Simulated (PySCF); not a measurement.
Computed IR spectrum (relative IR intensity) of a molecule C4H4ClF. Coordinates come from a B3LYP-D3(BJ)/def2-SVP optimisation. The values are those of a single conformer. Calculation: PySCF with B3LYP-D3(BJ)/def2-SVP. Frequencies are harmonic and unscaled.

Lines under 2 % of the strongest are left out, and lines within 2 cm⁻¹ are merged.

```json
[
 {"ν (cm⁻¹)": "366", "relative intensity": "4.1"},
 {"ν (cm⁻¹)": "517", "relative intensity": "4.0"},
 {"ν (cm⁻¹)": "561", "relative intensity": "3.0"},
 {"ν (cm⁻¹)": "666", "relative intensity": "23"},
 {"ν (cm⁻¹)": "827", "relative intensity": "8.1"},
 {"ν (cm⁻¹)": "920", "relative intensity": "59"},
 {"ν (cm⁻¹)": "1082", "relative intensity": "68"},
 {"ν (cm⁻¹)": "1111", "relative intensity": "59"},
 {"ν (cm⁻¹)": "1244", "relative intensity": "66"},
 {"ν (cm⁻¹)": "1434", "relative intensity": "4.7"},
 {"ν (cm⁻¹)": "1452", "relative intensity": "5.4"},
 {"ν (cm⁻¹)": "1496", "relative intensity": "43"},
 {"ν (cm⁻¹)": "2092", "relative intensity": "100"},
 {"ν (cm⁻¹)": "3025", "relative intensity": "11"},
 {"ν (cm⁻¹)": "3092", "relative intensity": "6.0"},
 {"ν (cm⁻¹)": "3098", "relative intensity": "4.8"},
 {"ν (cm⁻¹)": "3144", "relative intensity": "6.4"}
]
```

Task: Pick the molecule that these values belong to.
A) C=C/C(Cl)=C\F
B) C=C=C[C@H](F)Cl
C) CC=C=C(F)Cl
D) C#C[C@@H](F)CCl

Result: C, CC=C=C(F)Cl
